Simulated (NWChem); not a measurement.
# C₄H₃F; SMILES C#CC(=C)F

```xyz
8

C      0.0464     2.1828     0.0000
C     -0.0177     0.9754     0.0000
C     -0.0663    -0.4482     0.0000
C     -1.1697    -1.1991     0.0000
F      1.1556    -1.0333     0.0000
H      0.0909     3.2483     0.0000
H     -2.1469    -0.7330     0.0000
H     -1.1007    -2.2808     0.0000
```
Atoms are numbered in this order, from 1.

All runs: NWChem. The geometry was optimised at B3LYP/6-31G* (spherical d). Ions are spin-unrestricted doublets at the neutral geometry; other ion states weren't tried.

For level PBE0/def2-SVP:

```yaml
"−ε(HOMO) (eV)": 7.32
```

### Question
What are these values for level PBE/def2-SVP?

### Answer
- −ε(HOMO) (eV): 6.13
